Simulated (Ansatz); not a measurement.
Species: SiH₃, net charge -1, singlet state. 
Geometry from a B3LYP-D3(BJ)/def2-TZVP (Ansatz, a quantum-chemistry and plane-wave program) optimisation:
```
Si
H 1 1.5441
H 1 1.5441 2 94.12
H 1 1.5441 2 94.12 3 -94.44
```
Charge -1, spin multiplicity 1.

Basis-set convergence of Hartree-Fock and MP2 correlation energies (hartree) with Ansatz. Correlated levels leave the core frozen unless marked. No spin-orbit coupling. Non-relativistic.

```tsv
basis	functions	E(HF)	E(corr, MP2)
aug-cc-pV(D+d)Z	59	-290.63753	-0.13129
aug-cc-pV(T+d)Z	124	-290.64823	-0.15585
aug-cc-pV(Q+d)Z	227	-290.65133	-0.16435
```

Extrapolating the two largest sets (X = 3 and 4) as X^-3: E(corr) = (64·(-0.16435) - 27·(-0.15585))/37 = -0.1706 Eh, an estimate of the basis-set limit. The largest set recovers 96.4 % of it, the smallest 77.0 %.
